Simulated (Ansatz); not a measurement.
Gas-phase reaction in SMILES: Br atom → [Br-] (an electron is taken up)


Property: adiabatic electron affinity (electronic energy difference), positive where the reaction releases energy, in eV. Valence correlation only, unless marked. UHF or UKS for open shells. No spin-orbit coupling. Frozen are the shells of the preceding noble gas and the d and f shells that filled before the atom's block. No relativistic terms. Anions need diffuse functions: aug- sets have them; def2-D sets add few; the other sets have none. CBS(X,Y): correlation extrapolated as X^-3; Hartree-Fock from the larger set.

```csv
level,program,adiabatic electron affinity (eV)
HF/aug-cc-pVTZ,Ansatz,2.40
PBE/def2-TZVPD,Ansatz,3.50
```

Problem. Estimate the value at CCSD(T)/CBS(aug-cc-pVTZ,aug-cc-pVQZ) as computed with Ansatz (a quantum-chemistry and plane-wave program).

Solution. 3.56 eV, so PBE/def2-TZVPD differs from it by -0.06 eV.
